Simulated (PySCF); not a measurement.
Metal series MCl3, each in one or more spin states. All species are isolated molecules in the gas phase. Multiplicities are imposed; where one is given, others were not computed.

The spin population on the central atom (Mulliken) from two functionals at the same geometries (BP86-D3(BJ)/def2-SVP), both in PySCF: PBE-D3(BJ)/def2-TZVP and TPSSh-D3(BJ)/def2-TZVP. 

```json
[
 {"species": "M = Fe, multiplicity 4 ([Fe(Cl)3] (excited quartet))", "PBE-D3(BJ)/def2-TZVP": "2.64", "TPSSh-D3(BJ)/def2-TZVP": "2.83"},
 {"species": "M = Fe, multiplicity 6", "PBE-D3(BJ)/def2-TZVP": "3.87", "TPSSh-D3(BJ)/def2-TZVP": "4.01"},
 {"species": "M = Zr, multiplicity 2 ([Zr(Cl)3])", "PBE-D3(BJ)/def2-TZVP": "1.08", "TPSSh-D3(BJ)/def2-TZVP": "1.07"},
 {"species": "M = Pd, multiplicity 2 ([Pd(Cl)3])", "PBE-D3(BJ)/def2-TZVP": "0.41", "TPSSh-D3(BJ)/def2-TZVP": "0.47"}
]
```

Over these rows, drawn at random from the members with no instability flagged (it was tested for open shells, ions and some series alone), PBE minus TPSSh-D3(BJ): mean -0.09, from -0.18 to 0.00.
